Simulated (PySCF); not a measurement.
Electron correlation in C (carbon, neutral)

[He] 2s1 2p3, high-spin 5S determinant (an excited configuration). All numbers are calculated (PySCF 2.14, no relativity, point nucleus, in dyall-av3z (15s9p3d2f, 71 functions)). Frozen: 1s2; 4 electrons correlated; the 14 highest virtual orbitals of each spin left out.

| level | correlation energy (mhartree) |
| --- | --- |
| CCSD | -34.45 |
| (T) | -0.37 |
| CCSD(T) | -34.82 |

Diagnostics: T1 = 0.0045, D1 = 0.0073, largest double amplitude 0.025.

Question: Is a single reference adequate?

Answer: Yes: T1 lies below 0.03 and no double amplitude reaches 0.07.
